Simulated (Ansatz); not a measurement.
CH4Be (SMILES [BeH][CH3]) at its CCSD(T)/cc-pVTZ minimum, average atomic masses, point group C3v.
(charge 0, multiplicity 1):
```xyz
6

Be    -0.8848    -0.4653    -0.1283
H     -2.0577    -1.0822    -0.2983
C      0.5957     0.3133     0.0864
H      1.0759     0.0309     1.0297
H      0.4888     1.4036     0.0999
H      1.3054     0.0750    -0.7135
```

Cores are frozen in the correlated methods.

The values were computed with Ansatz (a program for electronic structure). Each number belongs to the level named beside it.

Harmonic frequencies (cm⁻¹): 422 422 728 728 861 1243 1451 1451 2136 3008 3081 3082.

Problem. Work out the rotational constants, the zero-point energy, and the ideal-gas entropy and heat capacity at 298.15 K and 1 bar (rigid rotor, harmonic oscillator).

Solution. 
Principal moments 3.118, 25.375, 25.375 u Å² give 16.8576/I = 5.406, 0.6643, 0.6643 cm⁻¹. Zero point: Σω/2 = 9307 cm⁻¹ = 26.61 kcal/mol. Translation R(1.5 ln M + 2.5 ln T − 1.1517) with M = 25.055 u: 149.03 J/(mol K). Rotation with σ = 3: q = 1141.0, S = R(ln q + 3/2) = 71.00. Vibration, summed over R(u/(eᵘ − 1) − ln(1 − e⁻ᵘ)) with u = 1.43878ω/T: 10.65, of which the lowest mode gives 3.70. S° = 230.7 J/(mol K); C_p = 4R + 22.24 = 55.50 J/(mol K).
